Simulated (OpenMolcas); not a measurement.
# N+: effect of the basis set

- Program: OpenMolcas
- Method: MS-RASPT2, IPEA 0.25 Eh, imaginary shift 0.1 Eh (closed shells correlated: 1s)
- Active space: 4 electrons in 9 orbitals (RAS2 2s 2p; RAS3 3d, at most 2 electrons)
- State averaging: 2S+1 = 3 even, 6 roots; 2S+1 = 1 even, 11 roots; 2S+1 = 5 odd, 1 root; 2S+1 = 3 odd, 9 roots; 2S+1 = 1 odd, 8 roots
- Spin-orbit coupling: RASSI with atomic mean-field integrals over the reference wave functions, term energies averaged over their components

A. ANO-RCC-VTZP [4s3p2d1f], DKH2, point nucleus; CASPT2 step about 20 core-seconds
B. ANO-R2 [4s4p2d1f], X2C, finite nucleus; CASPT2 step about 26 core-seconds
C. ANO-RCC-VQZP [5s4p3d2f1g], DKH2, point nucleus; CASPT2 step of the order of 21 core-seconds
D. ANO-RCC [8s7p4d3f2g], DKH2, point nucleus; CASPT2 step of the order of 28 core-seconds

Energies in cm⁻¹ above 2s² 2p² ³P₀, the measured ground level; measured values from NIST Handbook of Basic Atomic Spectroscopic Data.

```tsv
Level	A	B	C	D	Measured
2s² 2p² ³P₀	0.0	0.0	0.0	0.0	0.0
2s² 2p² ³P₁	43.7	43.8	44.3	44.3	48.7
2s² 2p² ³P₂	130	130	132	132	131
2s² 2p² ¹D₂	15900	15850	15570	15520	15316
2s² 2p² ¹S₀	33450	33280	32920	32810	32689
2s 2p³ ⁵S°₂	45160	45430	45660	45840	46785
2s 2p³ ³D°₁	91900	92020	91740	91790	92251
2s 2p³ ³D°₂	91900	92020	91740	91790	92250
2s 2p³ ³D°₃	91900	92030	91750	91790	92236
2s 2p³ ³P°₀	109720	110100	109180	109620	109223
2s 2p³ ³P°₁	109720	110100	109180	109620	109216
2s 2p³ ³P°₂	109720	110100	109180	109620	109217
2s 2p³ ¹D°₂	145360	145290	144580	144450	144188
2s 2p³ ³S°₁	156860	156590	156080	156040	155127
2s 2p³ ¹P°₁	165790	165890	164520	164890	166766
2p⁴ ³P₂	221240	221180	220740	220890	
2p⁴ ³P₁	221320	221260	220830	220980	
2p⁴ ³P₀	221370	221310	220870	221020
```

Deviations, from unrounded energies. A percentage is the sum of absolute deviations over the sum of measured energies, with the sign that they share, or ± where signs differ.

```tsv
Against measurement	Levels	A	B	C	D
mean absolute deviation (cm-1)	14	670	660	490	490
fine structure of the ground term (%)	2	-3.2	-3.0	±3.0	±2.9
other terms of the ground configuration (%)	2	+2.8	+2.3	+1.0	+0.7
other configurations (%)	10	±0.7	±0.7	±0.6	±0.6
```

C, D lie about equally close to measurement and A furthest from it. The largest miss of C in the table is 2s 2p³ ¹P°₁, by -2200 cm-1. The ranking rests on the paired levels alone, and a cruder setting can come out closer through cancelling errors.

The two smallest mean deviations differ by little beside CASPT2's spread within terms, so their order carries little weight.

Among A to D the level of the table that moves most is 2s 2p³ ¹P°₁, by 1400 cm-1 (lowest in C, highest in B). Moves below CASPT2's spread within the term are not significant.

Term energies are means over components that CASPT2 splits; among the terms shown or strongly mixed into the levels shown the widest spread is 59 cm-1 (2s 2p³ ³D°, D). Active for correlation alone: 3d; no level in the range computed is led by a configuration that fills it, so any true level of that kind is missing. Computed and measured levels are paired by configuration, term and J; levels that our copy of the source lacks, or whose pairing is in doubt (as where it misses far off the trend of its configuration), stay unpaired and out of the deviations. Levels of configurations outside the active space are missing. The table leaves out levels that lie high or whose names do not pair safely across all columns.

° marks odd parity.
